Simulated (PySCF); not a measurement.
Computed with PBE-D3(BJ)/def2-TZVP // PBE0-D3(BJ)/def2-TZVP (PySCF). Isolated molecules, 0 K electronic values unless said otherwise. 

Reference species (SMILES): `C#C[C][SiH3]` (lower triplet) (neutral, multiplicity 3).

```
Item                              Value
-----------------------------  --------
dipole moment                    0.59 D
highest occupied spin orbital  -5.37 eV
```

Changed species: `N#C[C][SiH3]` (lower triplet) (X = cyano, multiplicity 3; the reference has X = ethynyl, multiplicity 3).

Problem. Give the shifts of the dipole moment and highest occupied spin orbital.

Solution. the dipole moment rises by 2.82 D, to 3.41 D; the highest occupied spin orbital decreases by 1.09 eV, to -6.46 eV.
